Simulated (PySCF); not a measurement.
## Two-component Hartree-Fock for Co(3+) (cobalt, charge +3)

Start: [Ar] 3d6; 3d3/2 filled at m_j = +3/2; 3d5/2 filled at m_j = -3/2, -1/2, +1/2, +3/2, +5/2. Calculated with PySCF 2.14 in x2c-TZVPall-2c (6s7p4d1f, 54 functions): generalised Hartree-Fock with the X2C-1e Hamiltonian and a Gaussian nucleus; one run each with spin-orbit coupling (SO) switched off, then screened by Boettger's factors. This is a chosen level, not necessarily the ground level.

```json
{"spinor shell": "1s1/2", "electrons": "2", "ε, spin-free (eV)": "-7815.6", "ε, screened SO (eV)": "-7815.5", "weight of nominal j (screened SO)": "1.000", "rms radius, screened SO (bohr)": "0.0649"}
{"spinor shell": "2s1/2", "electrons": "2", "ε, spin-free (eV)": "-1004.5", "ε, screened SO (eV)": "-1004.4", "weight of nominal j (screened SO)": "1.000", "rms radius, screened SO (bohr)": "0.276"}
{"spinor shell": "2p1/2", "electrons": "2", "ε, spin-free (eV)": "-862.06", "ε, screened SO (eV)": "-872.72", "weight of nominal j (screened SO)": "0.987", "rms radius, screened SO (bohr)": "0.247"}
{"spinor shell": "3s1/2", "electrons": "2", "ε, spin-free (eV)": "-163.93", "ε, screened SO (eV)": "-163.91", "weight of nominal j (screened SO)": "1.000", "rms radius, screened SO (bohr)": "0.825"}
{"spinor shell": "3p3/2", "electrons": "4", "ε, spin-free (eV)": "-120.25", "ε, screened SO (eV)": "-119.37", "weight of nominal j (screened SO)": "0.829", "rms radius, screened SO (bohr)": "0.876"}
{"spinor shell": "3p1/2", "electrons": "2", "ε, spin-free (eV)": "-120.25", "ε, screened SO (eV)": "-122.03", "weight of nominal j (screened SO)": "0.659", "rms radius, screened SO (bohr)": "0.872"}
{"spinor shell": "3d5/2", "electrons": "5", "ε, spin-free (eV)": "-57.212", "ε, screened SO (eV)": "-58.272", "weight of nominal j (screened SO)": "0.585", "rms radius, screened SO (bohr)": "1.02"}
{"spinor shell": "3d3/2", "electrons": "1", "ε, spin-free (eV)": "-57.212", "ε, screened SO (eV)": "-51.927", "weight of nominal j (screened SO)": "0.788", "rms radius, screened SO (bohr)": "1.08"}
```

(1) Where does 2p3/2 lie, and what is the 2p spin-orbit splitting (screened SO)?

```json
{"quantity": "E (hartree)", "spin-free": "-1389.88107", "screened SO": "-1389.90949"}
{"quantity": "M_J", "spin-free": "4", "screened SO": "4"}
{"quantity": "⟨J²⟩", "spin-free": "20.005", "screened SO": "20.005"}
{"quantity": "⟨L²⟩", "spin-free": "6.002", "screened SO": "6.012"}
{"quantity": "⟨S²⟩", "spin-free": "6.003", "screened SO": "5.998"}
```

Each row is a mean over spinors that exchange with the open shell spreads, by up to 17.244 eV (3p3/2).

Rows whose weight is well below 1 are mixtures of j = l ± 1/2: exchange outweighs spin-orbit coupling there, and the label is only the starting occupation.

Without spin-orbit coupling the j labels of p, d and f shells carry no meaning; the spin-free column gives the mean over the occupied spinors of each nl shell.

## Answers

(1) At -856.82 eV, 15.907 eV above 2p1/2.
